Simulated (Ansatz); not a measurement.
```yaml
crystal:
  periodic: [false, false, false]
  atoms:
    - {symbol: As, position_ang: [-0.480825, 2.149960, 1.705661]}
    - {symbol: As, position_ang: [0.242581, -2.875107, -1.232241]}
    - {symbol: As, position_ang: [-1.204199, 0.679255, -0.085602]}
    - {symbol: As, position_ang: [0.963659, -0.595134, -0.796311]}
    - {symbol: As, position_ang: [-0.690760, 3.032068, -0.416081]}
    - {symbol: As, position_ang: [1.169554, -2.391032, 0.824574]}
basis:
  gaussian: {orbitals: def2-SVP, initial_orbitals: start.molden}
total_charge: 1
magnetization: {spin_polarized: true, initial_magnetization: 1}
hamiltonian: {xc: {name: wB97X-V}}
scf: {omitted_lower_state_checks: [starts]}
output: {orbitals: {seedname: orbitals}}
```

The file start.molden holds the orbitals of an earlier run on this structure, at another level or in another basis.

```sh
$ ansatz run in.yaml --threads 4 --pin off --events-out ev --progress --plain --max-ram 4787MiB
```

(1) Does this run fit into the memory that it is given?

Answers

(1) No. It has 192 basis functions, and Ansatz plans for 6 GiB where 5 GiB are given.
